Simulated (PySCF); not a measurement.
F₂Zn, SMILES [F][Zn-][F] (connectivity only; charge and spin as stated), charge -1, multiplicity 2. Coordinates come from a PBE-D3(BJ)/def2-SVPD optimisation.

Method: PBE-D3(BJ)/def2-SVPD in PySCF.

Harmonic wavenumbers (cm⁻¹): 141, 444, 470. Rotational constants (GHz): 23.41, 4.911, 4.059; symmetry number 2.

Task: Work out the zero-point energy and the ideal-gas rigid-rotor harmonic-oscillator thermochemistry at 298.15 K and 1 atm.

Result: ZPE = ½ Σ hcν = ½ × 1055 cm⁻¹ = 6.31 kJ/mol. H − E(el) = 19.31 kJ/mol. Entropy in J/(mol K): translation 166.59, rotation 94.85, vibration 18.15, spin 5.76, total 285.36. G − E(el) = -65.77 kJ/mol. Cp = 52.52 J/(mol K). Modes under 150 cm⁻¹ make the vibrational entropy uncertain.
